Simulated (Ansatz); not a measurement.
Consider the hydrogenolysis of the Sn–C bond: `N#[C][Sn]([F])([Cl])[Cl]` + H₂ → `[F][SnH]([Cl])[Cl]` + `C#N`.

Program: Ansatz. Geometries: PBE0-D4/def2-TZVP. ΔE: electronic, gas phase. CBS: MP2 limit from def2 TZ/QZ plus the TZ coupled-cluster correction, frozen cores. This one scheme is used for every species. DFT in def2-TZVPP. HSE06 is defined as in plane-wave codes. Elements past krypton have def2 core potentials. For Sn outer-core shells are correlated without core-valence functions, which leaves a few kJ/mol of doubt a bond.

```
             level  ΔE (kJ/mol)  difference from CCSD(T)/CBS
         revPBE-D4        -20.9                          0.9
            B97M-V        -32.6                        -10.8
           ωB97X-V        -28.5                         -6.7
              PBE0        -34.9                        -13.1
             HSE06        -34.7                        -12.9
     HF/def2-TZVPP        -42.9                        -21.1
    MP2/def2-TZVPP        -14.3                          7.5
   CCSD/def2-TZVPP        -26.6                         -4.8
CCSD(T)/def2-TZVPP        -20.6                          1.2
      HF/CBS(def2)        -42.4                        -20.6
       CCSD(T)/CBS        -21.8                            0
```

What do rigid-rotor, harmonic-oscillator terms from PBE0-D4/def2-TZVP frequencies (298.15 K, 1 bar) make of the CCSD(T)/CBS value? (An estimate is asked.)

The calculation gave: ΔZPE = +14.2 kJ/mol, ΔH = -13.1 kJ/mol, ΔS = 20 J/(mol·K), ΔG = -19.2 kJ/mol.

Largest T1 diagnostic among the species: 0.014.

At CCSD(T), def2-SVP lies −6.6 kJ/mol from the extrapolated value and def2-TZVPP +1.2 kJ/mol. From r2SCAN to r2SCAN0 (25 % exact exchange), in def2-TZVPP and without D4, ΔE moves by −4.5 kJ/mol.
